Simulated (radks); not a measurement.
Results of a calculation; reference values are marked as such.
Question: Level of theory: scalar-relativistic Kohn-Sham, LB94 model potential, spin-polarised, spherical densities, finite nucleus; open shells are filled with parallel spins first (spin-orbit coupling, left out, can overturn this in heavy ions); Fermi nuclear charge, rms radius of each element as measured or else 0.836 A^(1/3) + 0.57 fm (a radial shooting solver on a logarithmic mesh with Libxc functionals). Response by self-consistent Sternheimer equations with the Hartree and adiabatic LDA kernel, the relativistic mass of each level held fixed and spin-orbit coupling left out. Rank As4+, Kr7+, Ga2+, Ge3+, Zn+, Se5+, Rb8+, Br6+, Cu (NIST ground configurations) by static dipole polarisability, largest first.

Answer: Cu 29.20, Zn+ 13.55, Ga2+ 7.886, Ge3+ 5.144, As4+ 3.597, Se5+ 2.638, Br6+ 2.003, Kr7+ 1.562, Rb8+ 1.244 bohr^3.
